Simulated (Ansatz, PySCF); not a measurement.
CH$_{3}$O (SMILES C[O]), doublet, geometry from GFN2-xTB. Base run: B3LYP5/cc-pVDZ (PySCF).

The PySCF input:
```python
from pyscf import gto, scf, dft

mol = gto.M(
    atom='''
C    -0.54116997    0.05353428    0.00083229
O     0.76176720   -0.09588941   -0.01975640
H    -0.92867698   -0.03773698    1.04276980
H    -0.81706085    1.11029291   -0.22559941
H    -1.10137993   -0.62664630   -0.66411297
''',
    basis='cc-pvdz',
    spin=1,
    verbose=4,
)

mf = dft.UKS(mol)
mf.xc = 'b3lyp5'
mf.kernel()
```

The same geometry, method and basis name were run in Ansatz (a first-principles code) and PySCF, at each program's defaults and at the settings that a row names. The base is PySCF at its defaults. Differences at the defaults can come from grids, fitting, cores and function types together.

```tsv
code and settings	ΔE vs base (µEh)	basis functions	E (Eh)	SCF cycles	dipole (D)
PySCF, defaults (exact integrals, its default grid, spherical functions)	0.0	43	-114.99083	10	1.88
Ansatz, defaults (factorised integrals, its default grid, spherical functions)	-1.0	43	-114.99083	-	-
PySCF, density fitting with def2-universal-jkfit	-30.7	43	-114.99086	10	1.88
PySCF, fine grid	-0.7	43	-114.99083	10	1.88
Ansatz, high accuracy	-0.7	43	-114.99083	-	-
```

Open shells are given as the SCF converged; they aren't shown to be the lowest states, and a large step between rows can be another state.
